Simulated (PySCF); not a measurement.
## Electron correlation in As²⁺ (arsenic, charge +2)

[Ar] 3d10 4s2 4p1, 2P determinant. Computed with PySCF 2.14 in cc-pVTZ-DK (6s5p3d1f, 43 functions), with scalar relativity by spin-free X2C-1e. Frozen: [Ar] 3d10; 3 electrons correlated.

MP2 pair energies summed by pair of shells (mhartree):

```json
{"pair": "4s-4s", "energy": "-22.16", "share (%)": "55.5"}
{"pair": "4s-4p", "energy": "-17.74", "share (%)": "44.5"}
```

Total MP2 correlation energy: -39.90 mhartree.

Same-spin part -2.63 and opposite-spin part -37.26 mhartree; SCS-MP2 scales them by 1/3 and 6/5 to -45.59 mhartree.

| level | correlation energy (mhartree) |
| --- | --- |
| CCSD | -54.02 |
| (T) | -0.71 |
| CCSD(T) | -54.73 |

Diagnostics: T1 = 0.0085, D1 = 0.0197, largest double amplitude 0.096.

Cost of the coupled-cluster step: 0.25 s of wall time on 1 thread of Neoverse-V2 (shared host), for 3 correlated electrons.

Iterations:

```
CC2 = 0
CCSD nocc = (np.int64(2), np.int64(1)), nmo = (29, 29)
frozen orbitals [[0, 1, 2, 3, 4, 5, 6, 7, 8, 9, 10, 11, 12, 13], [0, 1, 2, 3, 4, 5, 6, 7, 8, 9, 10, 11, 12, 13]]
max_cycle = 100
direct = 0
conv_tol = 1e-08
conv_tol_normt = 1e-06
diis_space = 8
diis_start_cycle = 0
Init t2, MP2 energy = -0.0398957250195346
Init E_corr(UCCSD) = -0.0398957250215762
cycle = 1  E_corr(UCCSD) = -0.049277489869232  dE = -0.00938176485  norm(t1,t2) = 0.0428513
cycle = 2  E_corr(UCCSD) = -0.0521862397370035  dE = -0.00290874987  norm(t1,t2) = 0.0169086
cycle = 3  E_corr(UCCSD) = -0.0540292896507489  dE = -0.00184304991  norm(t1,t2) = 0.00730502
cycle = 4  E_corr(UCCSD) = -0.0540136372257223  dE = 1.5652425e-05  norm(t1,t2) = 0.000753426
cycle = 5  E_corr(UCCSD) = -0.0540213162167967  dE = -7.67899107e-06  norm(t1,t2) = 7.77208e-05
cycle = 6  E_corr(UCCSD) = -0.0540196367644762  dE = 1.67945232e-06  norm(t1,t2) = 1.09527e-05
cycle = 7  E_corr(UCCSD) = -0.0540202937082242  dE = -6.56943748e-07  norm(t1,t2) = 2.52039e-06
cycle = 8  E_corr(UCCSD) = -0.0540201085632711  dE = 1.85144953e-07  norm(t1,t2) = 6.70121e-07
cycle = 9  E_corr(UCCSD) = -0.0540201265140011  dE = -1.79507299e-08  norm(t1,t2) = 9.45669e-08
cycle = 10  E_corr(UCCSD) = -0.0540201288431017  dE = -2.32910062e-09  norm(t1,t2) = 1.7627e-08
UCCSD converged
E(UCCSD) = -2258.061781998249  E_corr = -0.05402012884310168
UCCSD(T) correction = -0.000708894668515335
```
